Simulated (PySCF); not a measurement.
Ga(Me)(SeH)2 (CH5GaSe2), SMILES [SeH][Ga]([CH3])[SeH].

The structure is a stationary point at PBE-D3(BJ)/def2-SVP. The values are those of a single conformer.

Computed with PBE-D3(BJ)/def2-SVP (PySCF).

Frequencies are harmonic and unscaled.

A small imaginary wavenumber (i) marks a very flat motion, where grid noise or a shallow saddle decides the sign.

```tsv
mode	ν (cm⁻¹)	IR (km/mol)	moving atoms (share of kinetic energy)
1	10i	0.1	H 99 %
2	73	2.2	Se 69 %, Ga 24 %
3	113	2.1	C 53 %, H 28 %, Se 14 %
4	116	0.9	Ga 53 %, C 21 %, H 16 %, Se 10 %
5	198	11.5	H 99 %
6	238	6.3	Se 63 %, Ga 27 %
7	257	0.1	H 98 %
8	304	37.5	Ga 61 %, Se 38 %
9	556	20.6	C 53 %, H 32 %, Ga 15 %
10	570	5.3	H 87 %, C 9 %
11	605	3.2	H 93 %
12	686	11.6	H 82 %, C 17 %
13	727	54.4	H 80 %, C 18 %
14	1162	1.4	H 81 %, C 19 %
15	1375	0.5	H 95 %
16	1377	4.9	H 95 %
17	2353	10.5	H 99 %
18	2361	9.3	H 99 %
19	2983	1.6	H 97 %
20	3088	1.0	H 91 %, C 9 %
21	3101	1.2	H 90 %, C 10 %
```
